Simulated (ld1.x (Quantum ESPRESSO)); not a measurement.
**Transferability test, TM potential for C**

ld1.x (Quantum ESPRESSO) 7.5 input, shortened:

```
&input
   title='C', zed=6., rel=0, dft='PBE', iswitch=3,
   config='[He] 2s2 2p2 3d-2'
 /
 &inputp
   pseudotype=2, tm=.true., lloc=0,
   nlcc=.true., new_core_ps=.true.
 /
3
2P  2  1   2.00   0.00  2.30  2.30  0.0
3D  3  2  -2.00  -0.10  1.75  1.75  0.0
2S  1  0   2.00   0.00  0.86  0.86  0.0
 &test
   configts(1)='2s2 2p2'
 /
```

Energies are relative to the spin-unpolarised reference configuration 2s2 2p2; without spin polarisation the order of configurations can differ from experiment.

Q: Give the all-electron excitation energy and the error of the potential for: 2s2 2p1; 2s2 2p0; 2s1 2p0; 2s0 2p4; 2s2 2p2.3; 2s2 2p1.5; 2s1 2p3.

A:

```json
{"valence configuration": "2s2 2p1", "charge": "+1", "ΔE all-electron (eV)": "10.865", "error AE − PS (meV)": "+46"}
{"valence configuration": "2s2 2p0", "charge": "+2", "ΔE all-electron (eV)": "35.025", "error AE − PS (meV)": "+453"}
{"valence configuration": "2s1 2p0", "charge": "+3", "ΔE all-electron (eV)": "83.198", "error AE − PS (meV)": "+900"}
{"valence configuration": "2s0 2p4", "charge": "0", "ΔE all-electron (eV)": "16.945", "error AE − PS (meV)": "-36"}
{"valence configuration": "2s2 2p2.3", "charge": "-0.3", "ΔE all-electron (eV)": "-1.159", "error AE − PS (meV)": "+0.5"}
{"valence configuration": "2s2 2p1.5", "charge": "+0.5", "ΔE all-electron (eV)": "3.965", "error AE − PS (meV)": "+6.3"}
{"valence configuration": "2s1 2p3", "charge": "0", "ΔE all-electron (eV)": "8.463", "error AE − PS (meV)": "-8.9"}
```
